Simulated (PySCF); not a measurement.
## Cd: ionisation energy

Cd [Kr] 4d10 5s2 (1S) → Cd⁺ [Kr] 4d10 5s1 (2S), as a difference of total energies. Calculation: PySCF 2.14, in cc-pVDZ-PP with ECP28MDF (4s4p3d1f, 38 functions); scalar relativity through the core potential. Correlated levels: valence: 4s2 4p6 frozen. The calculations carry no spin-orbit coupling.

| method | ionisation energy (eV) |
| --- | --- |
| UHF | 7.435 |
| LDA | 9.618 |
| PBE0 | 8.937 |
| MP2 (valence) | 8.609 |
| SCS-MP2 (valence) | 8.607 |
| CCSD (valence) | 8.622 |
| CCSD(T) (valence) | 8.701 |

**Question.** How much does correlation contribute at CCSD(T) (valence)?

**Answer.** 8.701 − (7.435) = 1.266 eV, measured against UHF.

Errors of the correlated levels include the incompleteness of this basis and the frozen core.

For comparison: 8.994 eV (measured; NIST Atomic Spectra Database, ionization energies).
